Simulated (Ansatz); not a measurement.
Reaction (redistribution): `CN(C)BS` + `CBN` → `NBS` + `CBN(C)C`

Calculated with Ansatz (gas phase, PBE0-D4/def2-TZVP geometries, no zero-point term in ΔE). CCSD(T)/CBS adds triple-zeta CCSD(T) − MP2 to the extrapolated MP2 energy (def2 sets, frozen cores). DFT in def2-TZVPP. B3LYP here is the variant with VWN-RPA as its local correlation; programs differ in this. HSE06 is defined as in plane-wave codes. One conformer a species, not always the lowest.

Is it downhill or uphill in electronic energy at CCSD(T)/CBS, and by how much? (An estimate is asked.)

The calculation gave: Nearly level: ΔE = -0.2 kcal/mol.

What do these levels give: PBE-D4, HSE06-D4, CAM-B3LYP-D4, ωB97M-V, PBE-QIDH, PBE, B3LYP, LC-ωPBE, MP2/def2-TZVPP, HF/def2-QZVPP, MP2/def2-QZVPP, SCS-MP2/def2-QZVPP? (Best estimate.)

Ansatz gave: PBE-D4 0.0, HSE06-D4 -0.1, CAM-B3LYP-D4 -0.1, ωB97M-V -0.3, PBE-QIDH -0.2, PBE -0.1, B3LYP -0.1, LC-ωPBE -0.6, MP2/def2-TZVPP 0.0, HF/def2-QZVPP -0.5, MP2/def2-QZVPP -0.1, SCS-MP2/def2-QZVPP -0.1 kcal/mol.

Largest T1 diagnostic among the species: 0.012.

Leaving LDA and LC-ωPBE aside and taking each functional with its dispersion term where it has one, the values, not all of them listed here, spread over 0.6 kcal/mol, from ωB97X-V to BLYP-D4.
